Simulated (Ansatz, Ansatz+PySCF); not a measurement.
Two shapes of singlet Be₆.

Shape 1:

```xyz
6

Be    2.1000    0.0000    0.0000
Be    1.0500    1.8187    0.0000
Be   -1.0500    1.8187    0.0000
Be   -2.1000    0.0000    0.0000
Be   -1.0500   -1.8187    0.0000
Be    1.0500   -1.8187    0.0000
```

Shape 2:

```xyz
6

Be    1.8900    0.0000    0.0000
Be    0.9450    1.6368    0.0000
Be   -0.9450    1.6368    0.0000
Be   -1.8900    0.0000    0.0000
Be   -0.9450   -1.6368    0.0000
Be    0.9450   -1.6368    0.0000
```

Basis set: 6-31G (spherical functions). All electrons are correlated. Charge 0, multiplicity 1.

Computed with Ansatz (development build ahead of 0.2.0); each method stands on the lowest determinant of its kind that the runs found.

Task: Which shape is lower in energy, and by how much in each method?

Result:

```tsv
method	E(2) − E(1) (eV)
RHF	1.832
RHF-MP2	1.771
```

Shape 1 is lower. Caution: no unrestricted run beside it, a lower state can exist.
